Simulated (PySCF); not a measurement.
**Bond curve of CaAl**

Set-up: basis Ca def2-SVP, Al def2-SVP; no relativity; PySCF 2.14. Energies in eV from Ca + Al in their ground configurations at the same level. State: ²Π (doublet), unpaired electrons π ↑.

| R (Å) | PBE | ROHF-MP2 | ROHF-CCSD(T) |
| --- | --- | --- | --- |
| 2.720 | -0.5027 | 0.1912 |  |
| 2.847 | -0.6734 | -0.0224 | -0.1025 |
| 2.973 | -0.7638 | -0.1536 | -0.2289 |
| 3.068 | -0.7932 | -0.2129 | -0.2839 |
| 3.163 | -0.7984 | -0.2479 | -0.3139 |
| 3.258 | -0.7855 | -0.2651 | -0.3254 |
| 3.384 | -0.7486 | -0.2690 | -0.3207 |
| 3.543 | -0.6829 | -0.2554 | -0.2955 |
| 3.732 | -0.5908 | -0.2262 | -0.2531 |
| 3.985 | -0.4657 | -0.1819 |  |

Put a parabola through the three lowest points of the PBE curve and estimate Re, k and ωe (reduced mass 16.11 u; 1 eV/Å² = 0.16022 mdyn/Å; ωe = 1302.8·√(k/μ) cm⁻¹).

Through R = 3.068, 3.163, 3.258 Å the second-order coefficient is 1.00 eV/Å², so Re ≈ 3.143 Å, k ≈ 0.321 mdyn/Å and ωe ≈ 184 cm⁻¹. A polynomial fit of higher order to the unrounded PBE energies gives Re = 3.139 Å, k = 0.345 mdyn/Å, ωe = 191 cm⁻¹; anharmonicity and rounding make the difference.

The higher-order fit for each curve: PBE: Re = 3.139 Å, ωe = 191 cm⁻¹, De = 0.80 eV; ROHF-MP2: Re = 3.349 Å, ωe = 128 cm⁻¹, De = 0.270 eV; ROHF-CCSD(T): Re = 3.288 Å, ωe = 149 cm⁻¹, De = 0.326 eV.

Correlated steps freeze 10 core orbitals. The bond is weak. Basis-set superposition, not corrected here, can be much of De in a small basis, most of all at correlated wavefunction levels. Functionals without a dispersion term scatter widely for such bonds, and LDA overbinds them. The state was picked by a PBE0 search and need not be the measured ground state.
